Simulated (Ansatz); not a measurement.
`BC(F)[SiH2][SiH3]` and `F[CH]([AlH2])[SiH2][SiH3]` differ in one element.

Ansatz, PBE0-D4/def2-TZVP geometries, multiplicity 1. Each molecule was computed in one conformer, which needn't be the lowest.

```
                                      property  `BC(F)[SiH2][SiH3]`
         HOMO–LUMO gap (B3LYP/def2-TZVPP) / eV                 6.31
            HOMO energy (PBE0/def2-TZVPP) / eV                -8.10
           HOMO–LUMO gap (PBE/def2-TZVPP) / eV                 4.47
            LUMO energy (PBE0/def2-TZVPP) / eV                -1.38
size of the dipole moment (PBE/def2-TZVPP) / D                 1.67
         LUMO energy (ωB97M-V/def2-TZVPP) / eV                 0.52
```

Question: Give the same properties after the change, and the shifts. (Estimate.)

Answer: The calculation gave: 
| property | `F[CH]([AlH2])[SiH2][SiH3]` | shift |
| --- | --- | --- |
| HOMO–LUMO gap (B3LYP/def2-TZVPP) / eV | 5.50 | -0.81 |
| HOMO energy (PBE0/def2-TZVPP) / eV | -7.68 | 0.42 |
| HOMO–LUMO gap (PBE/def2-TZVPP) / eV | 3.84 | -0.63 |
| LUMO energy (PBE0/def2-TZVPP) / eV | -1.75 | -0.37 |
| size of the dipole moment (PBE/def2-TZVPP) / D | 1.16 | -0.51 |
| LUMO energy (ωB97M-V/def2-TZVPP) / eV | -0.16 | -0.68 |

With PBE0 the HOMO rises by 0.42 eV and the LUMO falls by 0.37 eV, so the gap narrows by about 0.79 eV. PBE moves the HOMO by 0.45 eV and ωB97M-V by 0.37 eV. Dipoles are sizes alone; their direction can turn.

B3LYP here is the variant with VWN-RPA as its local correlation; programs differ in this.
